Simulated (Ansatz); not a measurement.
Total energies of C2H6OSi2, SMILES `O[SiH2]C#C[SiH3]`.

Cartesian coordinates in Å:
```
O 1.081 -1.743 -2.295
Si 1.714 -0.814 -1.099
C 0.397 -0.009 -0.115
C -0.478 0.513 0.547
Si -1.791 1.306 1.537
H 0.434 -2.407 -2.054
H 2.536 -1.609 -0.152
H 2.535 0.216 -1.768
H -1.533 1.062 2.977
H -1.794 2.764 1.266
H -3.101 0.722 1.157
```

The species carries charge 0 and has multiplicity 1. The structure was optimised at the PBE0-D4/def2-TZVP level. It is one conformer, not always the lowest. Basis def2-TZVPP, Ansatz.

RPA on PBE orbitals: Hartree–Fock energy of these orbitals -731.99219 Eh, correlation -1.32060 Eh (frozen core).

```json
{"functional": "LDA (SPW92)", "energy without D4 (Eh)": "-730.48786", "D4 term (kJ/mol)": "–"}
{"functional": "PBE", "energy without D4 (Eh)": "-733.61188", "D4 term (kJ/mol)": "-21.8"}
{"functional": "revPBE", "energy without D4 (Eh)": "-733.93409", "D4 term (kJ/mol)": "-64.1"}
{"functional": "BLYP", "energy without D4 (Eh)": "-734.05718", "D4 term (kJ/mol)": "-47.7"}
{"functional": "r2SCAN", "energy without D4 (Eh)": "-733.96777", "D4 term (kJ/mol)": "-5.5"}
{"functional": "B97M-V", "energy without D4 (Eh)": "-733.93919", "D4 term (kJ/mol)": "–"}
{"functional": "PBE0", "energy without D4 (Eh)": "-733.67797", "D4 term (kJ/mol)": "-18.5"}
{"functional": "B3LYP", "energy without D4 (Eh)": "-734.15899", "D4 term (kJ/mol)": "-35.2"}
{"functional": "r2SCANh", "energy without D4 (Eh)": "-733.95570", "D4 term (kJ/mol)": "-5.9"}
{"functional": "r2SCAN0", "energy without D4 (Eh)": "-733.93878", "D4 term (kJ/mol)": "-6.5"}
{"functional": "HSE06 (plane-wave form)", "energy without D4 (Eh)": "-733.65671", "D4 term (kJ/mol)": "-17.4"}
{"functional": "BHLYP", "energy without D4 (Eh)": "-734.02794", "D4 term (kJ/mol)": "-27.4"}
{"functional": "CAM-B3LYP", "energy without D4 (Eh)": "-734.05281", "D4 term (kJ/mol)": "-19.0"}
{"functional": "LC-ωPBE", "energy without D4 (Eh)": "-733.81482", "D4 term (kJ/mol)": "–"}
{"functional": "ωB97X-V", "energy without D4 (Eh)": "-733.96549", "D4 term (kJ/mol)": "–"}
{"functional": "ωB97M-V", "energy without D4 (Eh)": "-734.00502", "D4 term (kJ/mol)": "–"}
{"functional": "B2PLYP", "energy without D4 (Eh)": "-733.75337", "D4 term (kJ/mol)": "–"}
{"functional": "PBE-QIDH", "energy without D4 (Eh)": "-733.48942", "D4 term (kJ/mol)": "–"}
```

B3LYP takes the VWN-RPA correlation (the form of Gaussian; ORCA's B3LYP/G). HSE06 is the plane-wave form, built on full-range PBE exchange. The double hybrids freeze the cores in their second-order part.

LC-ωPBE has ω = 0.4 bohr⁻¹.
